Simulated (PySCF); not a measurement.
A geometry optimisation, step by step.

NbSe(OSiH3)3 (singlet state).
Bonds: Nb1–Se2, Nb1–O3, Nb1–O8, Nb1–O13, O3–Si4, O8–Si9, O13–Si14. Hydrogens: H5, H6, H7 on Si4; H10, H11, H12 on Si9; H15, H16, H17 on Si14.

Computed by this run: PySCF, PBE0-D3(BJ)/def2-SVP geometry optimisation, gas phase, def2 core potentials past Kr; density fitting, grid level 1; the optimiser is geomeTRIC in internal coordinates, started from a GFN2-xTB structure with every atom displaced at random (about 0.03 Å). 5 of its 11 geometries are shown. The frame can shift and turn from step to step; on so coarse a grid that alone can change the energy by a few meV, and forces under 0.02 eV/Å are noise.

Step 0: E = -96783.5953 eV, largest atomic force 8.228 eV/Å
```
atom  x, y, z in Å  |  force x, y, z in eV/Å
Nb1     0.046   -0.035    0.059   -6.676   3.980   2.699
Se2    -0.018    0.034    2.359    0.241  -0.205   0.016
O3      1.579   -0.704   -0.321    6.381  -2.746  -1.756
Si4     3.201   -1.395   -0.191   -3.228  -0.624  -0.318
H5      3.485   -1.296    1.198    0.610   0.135   1.263
H6      3.962   -0.641   -1.104    1.177   0.808  -0.955
H7      2.938   -2.799   -0.616    0.380  -0.029  -0.029
O8     -0.176    1.857   -0.308    0.387  -2.473  -0.439
Si9    -0.383    3.471   -0.105    0.274  -0.321  -1.380
H10    -0.638    3.708    1.291   -0.179   0.502   1.000
H11    -1.533    3.807   -1.004    0.051   0.397   0.202
H12     0.907    4.022   -0.628   -0.169   0.509   0.193
O13    -1.553   -1.018   -0.304    2.382   1.349  -0.583
Si14   -2.767   -2.068   -0.080    0.108  -0.157  -0.044
H15    -2.759   -2.460    1.326   -0.348  -0.264   0.590
H16    -2.417   -3.177   -0.953   -0.244  -0.896  -0.377
H17    -3.900   -1.307   -0.558   -1.146   0.034  -0.083
```

Step 2: E = -96784.8669 eV, largest atomic force 0.419 eV/Å
```
atom  x, y, z in Å  |  force x, y, z in eV/Å
Nb1    -0.026    0.039    0.228    0.119   0.026   0.401
Se2    -0.006    0.047    2.507    0.028  -0.018   0.237
O3      1.605   -0.717   -0.315    0.003  -0.054  -0.190
Si4     3.131   -1.418   -0.224   -0.263   0.072  -0.006
H5      3.603   -1.347    1.189    0.055   0.026  -0.059
H6      4.026   -0.676   -1.160    0.042  -0.009   0.086
H7      3.022   -2.839   -0.660    0.017  -0.018   0.002
O8     -0.186    1.829   -0.292   -0.005   0.022  -0.251
Si9    -0.353    3.487   -0.151   -0.022   0.138   0.003
H10    -0.604    3.841    1.278    0.022  -0.026  -0.045
H11    -1.492    3.931   -1.005   -0.033  -0.036   0.027
H12     0.890    4.143   -0.648    0.033  -0.028   0.044
O13    -1.529   -0.962   -0.269    0.048  -0.107  -0.303
Si14   -2.758   -2.088   -0.130   -0.133  -0.139   0.042
H15    -2.907   -2.483    1.302   -0.002   0.054  -0.030
H16    -2.420   -3.298   -0.941    0.029   0.089   0.013
H17    -4.026   -1.491   -0.647    0.060   0.008   0.030
```

Step 5: E = -96784.9013 eV, largest atomic force 0.069 eV/Å
```
atom  x, y, z in Å  |  force x, y, z in eV/Å
Nb1    -0.027    0.049    0.318    0.014   0.033  -0.004
Se2     0.021    0.047    2.607    0.003  -0.003   0.029
O3      1.570   -0.705   -0.307    0.006  -0.007  -0.029
Si4     3.088   -1.417   -0.250   -0.010   0.004   0.013
H5      3.609   -1.353    1.145   -0.004  -0.002   0.005
H6      3.992   -0.675   -1.174   -0.003   0.005   0.000
H7      2.966   -2.835   -0.693   -0.003   0.002   0.001
O8     -0.192    1.818   -0.279   -0.017   0.005  -0.015
Si9    -0.356    3.482   -0.157    0.010  -0.012   0.007
H10    -0.591    3.849    1.268   -0.001   0.004   0.004
H11    -1.512    3.903   -0.999   -0.002   0.003   0.001
H12     0.894    4.120   -0.659   -0.002   0.003  -0.001
O13    -1.496   -0.963   -0.252    0.031  -0.055  -0.029
Si14   -2.734   -2.089   -0.145   -0.018   0.030   0.014
H15    -2.991   -2.402    1.290   -0.001  -0.003   0.002
H16    -2.318   -3.320   -0.877   -0.002  -0.006   0.002
H17    -3.953   -1.511   -0.777   -0.004  -0.001  -0.002
```

Step 8: E = -96784.9067 eV, largest atomic force 0.090 eV/Å
```
atom  x, y, z in Å  |  force x, y, z in eV/Å
Nb1    -0.004    0.036    0.230   -0.070  -0.013   0.054
Se2     0.089    0.010    2.520   -0.003   0.006  -0.051
O3      1.588   -0.705   -0.419    0.077   0.002  -0.019
Si4     3.106   -1.407   -0.261   -0.081   0.022  -0.004
H5      3.532   -1.329    1.165    0.011  -0.006   0.002
H6      4.055   -0.662   -1.134    0.021  -0.003  -0.002
H7      3.012   -2.828   -0.702    0.018  -0.007  -0.003
O8     -0.211    1.811   -0.342    0.011  -0.033   0.018
Si9    -0.379    3.465   -0.121   -0.002   0.007  -0.004
H10    -0.570    3.753    1.329    0.003  -0.007  -0.001
H11    -1.564    3.925   -0.900    0.001   0.001   0.001
H12     0.851    4.139   -0.626   -0.001   0.001  -0.002
O13    -1.461   -1.007   -0.321    0.015   0.018   0.004
Si14   -2.743   -2.071   -0.126    0.002   0.002   0.009
H15    -3.127   -2.122    1.314   -0.001   0.006  -0.001
H16    -2.316   -3.422   -0.592   -0.004   0.007  -0.004
H17    -3.886   -1.587   -0.952    0.002  -0.003   0.003
```

Step 10: E = -96784.9076 eV, largest atomic force under 0.02 eV/Å
```
atom  x, y, z in Å  |  force x, y, z in eV/Å
Nb1     0.001    0.020    0.208    0.001  -0.014  -0.001
Se2     0.106   -0.011    2.495    0.000   0.001   0.004
O3      1.598   -0.705   -0.453   -0.005   0.012  -0.003
Si4     3.116   -1.397   -0.270    0.013  -0.008  -0.004
H5      3.518   -1.324    1.164   -0.001  -0.001  -0.002
H6      4.082   -0.644   -1.120   -0.002   0.002   0.004
H7      3.051   -2.817   -0.718   -0.004   0.001  -0.002
O8     -0.212    1.796   -0.353    0.004   0.001   0.002
Si9    -0.380    3.448   -0.110   -0.002   0.007   0.000
H10    -0.554    3.714    1.346    0.002   0.000   0.001
H11    -1.574    3.917   -0.870    0.000  -0.001   0.002
H12     0.843    4.131   -0.620    0.000  -0.002  -0.001
O13    -1.461   -1.018   -0.337    0.001   0.001  -0.004
Si14   -2.762   -2.055   -0.117   -0.005   0.000   0.004
H15    -3.168   -2.037    1.317    0.001   0.000   0.000
H16    -2.349   -3.429   -0.521    0.001   0.001  -0.001
H17    -3.884   -1.590   -0.981   -0.001   0.002   0.001
```

Question: Summarise the path.

Answer: The energy falls by 1.3124 eV from step 0 to step 10; nine tenths of that is first reached at step 2. It falls at every step. The largest force goes from 8.228 to under 0.02 eV/Å. Among the bonds Nb1–O3 changes most, from 1.715 to 1.875 Å; the atoms move by 0.251 Å rms after alignment.

Question: Follow the three bonds and two angles with the largest change from start to end.

Answer: 
| step | E above end (eV) | largest force (eV/Å) | Nb1–O3 (Å) | O3–Si4 (Å) | Si4–H6 (Å) | O3–Nb1–O13 (°) | Nb1–O3–Si4 (°) |
| --- | --- | --- | --- | --- | --- | --- | --- |
| 0 | 1.3124 | 8.228 | 1.715 | 1.767 | 1.408 | 120.3 | 163.0 |
| 1 | 0.2040 | 2.010 | 1.880 | 1.734 | 1.476 | 117.0 | 161.5 |
| 2 | 0.0408 | 0.419 | 1.877 | 1.682 | 1.492 | 113.9 | 160.1 |
| 3 | 0.0136 | 0.393 | 1.878 | 1.666 | 1.494 | 111.3 | 159.2 |
| 4 | 0.0080 | 0.136 | 1.875 | 1.673 | 1.492 | 110.5 | 158.8 |
| 5 | 0.0063 | 0.069 | 1.874 | 1.677 | 1.491 | 110.4 | 158.5 |
| 6 | 0.0048 | 0.088 | 1.872 | 1.679 | 1.490 | 110.2 | 157.8 |
| 7 | 0.0028 | 0.117 | 1.871 | 1.680 | 1.489 | 109.9 | 156.4 |
| 8 | 0.0009 | 0.090 | 1.872 | 1.680 | 1.490 | 109.8 | 154.3 |
| 9 | 0.0004 | 0.035 | 1.874 | 1.679 | 1.490 | 110.0 | 153.1 |
| 10 | 0.0000 | under 0.02 | 1.875 | 1.678 | 1.491 | 110.4 | 153.1 |

What follows is the cost of the whole optimisation. Hardware: one thread of an Arm Neoverse V2, on a shared host. Cost: 5.8 min, 1.2 GiB resident at most.
